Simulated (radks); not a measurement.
The numbers below are computed, except where a source is named.
Problem. Ca+, 19 electrons, occupied as [Ar] 4s1. Level of theory: Dirac Kohn-Sham, exchange-only B88, spin-unpolarised, spherical densities, finite nucleus; Fermi nuclear charge, rms radius 3.4776 fm (a radial shooting solver on a logarithmic mesh with Libxc functionals). Some entries of the table are withheld. Estimate them.

orbital  occ.  eigenvalue (Ry)  <1/r> (bohr^-1)  r(max) (bohr)
1s1/2       2        -290.8033            19.74        0.05027
2s1/2       2        -30.87776            4.054         0.3000
2p1/2       2              (1)            3.980         0.2451
2p3/2       4              (2)            3.938         0.2471
3s1/2       2         -3.87959            1.212         0.9926
3p1/2       2         -2.49924              (3)          1.042
3p3/2       4         -2.47080              (4)          1.048
4s1/2       1         -0.61828           0.3566          3.157

Solution. 
(1) 2p1/2 eigenvalue (Ry): -25.21995
(2) 2p3/2 eigenvalue (Ry): -24.94852
(3) 3p1/2 <1/r> (bohr^-1): 1.085
(4) 3p3/2 <1/r> (bohr^-1): 1.076
